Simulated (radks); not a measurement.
Task: The mean radii <r> (bohr) of the occupied orbitals of an atom or ion are listed with their occupations. Method: scalar-relativistic Kohn-Sham, BLYP, spin-polarised, spherical densities, finite nucleus; Fermi nuclear charge, rms radius of each element as measured or else 0.836 A^(1/3) + 0.57 fm; computed with a radial shooting solver on a logarithmic mesh with Libxc functionals.

orbital  occ.      <r>
1s up       1  0.01804
1s down     1  0.01804
2s up       1  0.07622
2s down     1  0.07622
2p up       3  0.06834
2p down     3  0.06834
3s up       1   0.1974
3s down     1   0.1974
3p up       3   0.1979
3p down     3   0.1979
3d up       5   0.1792
3d down     5   0.1792
4s up       1   0.4406
4s down     1   0.4406
4p up       3   0.4685
4p down     3   0.4685
4d up       5   0.4998
4d down     5   0.4997
5s up       1    1.013
5s down     1    1.013
5p up       3    1.151
5p down     3    1.149
4f up       7   0.5737
4f down     7   0.5734
6s up       1    2.147

Name the element and its charge. Open shells, if any, are filled with parallel spins first.

Result: Z = 75, rhenium, charge +6: Re6+ in [Xe] 4f14 6s1. The 1s radius gives Z: for a bare nucleus <r> = (2 gamma + 1)/(2Z) with gamma = sqrt(1 - (Z/c)^2), 0.01783 bohr for Z = 75, and screening makes it slightly larger (0.01804 here). The occupations add up to 69, and the charge is Z minus that.
